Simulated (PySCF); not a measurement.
Mayer bond orders and bond lengths

Species: CH8Cl2O2Si3.
SMILES with atom numbers: `[SiH3:1][O:2][SiH2:3][O:4][SiH2:5][CH:6]([Cl:7])[Cl:8]` (hydrogens: H9, H10, H11 on Si1; H12, H13 on Si3; H14, H15 on Si5; H16 on C6)

Structure used (GFN2-xTB), in Å, numbered top down from 1:
```
atom  x, y, z in Å
Si1   -1.521    1.611    1.509
O2    -1.528    1.260   -0.080
Si3   -1.337    0.567   -1.517
O4     0.118   -0.169   -1.603
Si5    1.477   -0.910   -1.182
C6     1.700   -0.753    0.725
Cl7    3.254   -1.452    1.222
Cl8    0.379   -1.600    1.553
H9    -2.322    2.828    1.609
H10   -2.112    0.484    2.223
H11   -0.130    1.847    1.896
H12   -2.340   -0.473   -1.674
H13   -1.276    1.637   -2.500
H14    1.356   -2.327   -1.490
H15    2.582   -0.192   -1.805
H16    1.690    0.269    1.101
```

Bond orders from the PBE0/pcSseg-1 density (PySCF). Isolated species at its GFN2-xTB geometry (one conformer only).

Task: Where do the orders between heavy atoms depart from those drawn in the SMILES?

Result: The largest departure is 0.272, at Si5–C6 (drawn single, 0.728). Drawn single, order below 0.88: Si5–C6 (0.728).

Task: Give the Mayer order of every bond between heavy atoms, beside its length.

Result: 
```
  bond  drawn as  length (Å)  Mayer order
Si1–O2    single       1.627        0.898
O2–Si3    single       1.607        0.989
Si3–O4    single       1.633        0.903
O4–Si5    single       1.604        0.986
Si5–C6    single       1.927        0.728
C6–Cl7    single       1.775        0.989
C6–Cl8    single       1.774        0.986
```

By pair of heavy elements: O–Si: lowest Si1–O2 (0.898, 1.627 Å), highest O2–Si3 and O4–Si5 (0.989, 1.607 Å). C–Cl: all 2 within 0.02 of one another (0.986 to 0.989). Bonds named together lie within 0.004.

Task: And the bonds to hydrogen?

Result: H–Si: 0.91 to 0.94 (7 bonds); C–H: 0.90 (1 bond).

Task: Sum the orders of all bonds at each heavy atom with more than one neighbour and set the sums beside the valence in the SMILES.

Result: Si1 3.677 (drawn 4), O2 1.887 (drawn 2), Si3 3.713 (drawn 4), O4 1.889 (drawn 2), Si5 3.575 (drawn 4), C6 3.606 (drawn 4). Orders between atoms that aren't bonded are not in these sums.

For a closed shell the Mayer order of atoms A and B is Σ (PS)μν (PS)νμ over the basis functions μ on A and ν on B, with P the density and S the overlap matrix.
